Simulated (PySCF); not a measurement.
Mapped SMILES: `[CH:1]#[C:2]/[CH:3]=[C:4](\[CH:5]([Cl:6])[Cl:7])[SiH:8]([CH3:9])[CH3:10]` (H(Xn): hydrogen on atom n).

Computational details: shielding tensors at PBE0/pcSseg-1 (GIAO), geometry: GFN2-xTB, in PySCF (averaged over atoms made equivalent by symmetry, fast rotation or ring inversion, non-relativistic Hamiltonian, single conformer, no solvent).

Shifts are taken against calculated references (same method and geometry level): 13C, 1H, 29Si against TMS; 35Cl against HCl.

```csv
atoms,nucleus,count,δ (ppm)
C1,13C,1,?
C3,13C,1,121.4
Si8,29Si,1,-24.6
C2,13C,1,81.9
H(C3),1H,1,5.75
C9/C10,13C,2,?
H(C5),1H,1,7.16
H(Si8),1H,1,?
Cl6/Cl7,35Cl,2,?
C4,13C,1,168.7
H(C9)/H(C10),1H,6,0.21
C5,13C,1,86.0
H(C1),1H,1,3.38
```

Problem. Fill in the missing shifts.

Solution. 
- C1: 100.0 ppm, terminal alkyne carbon; the triple bond shields along its axis, which puts it between sp3 and sp2 carbons
- C9/C10: -1.3 ppm, methyl carbon bonded to Si; an electropositive neighbour leaves it electron-rich and shielded
- H(Si8): 5.16 ppm, hydrogen on a silicon bonded to 3 C
- Cl6/Cl7: 296 ppm, chlorine bonded to C

Carbons that carry Cl, above all several Cl atoms, come out too deshielded, partly because spin–orbit coupling is missing. Shifts are as computed. Against solution values, carbons near 30 ppm lie about +3 ppm off and those near 130 ppm about +5 ppm; carbons on Cl a further +6 ppm. Of 1309 compounds with measured shifts, 239 miss one by over three times the rms of a fit or turn the order of signals round; such compounds aren't used in these exercises.
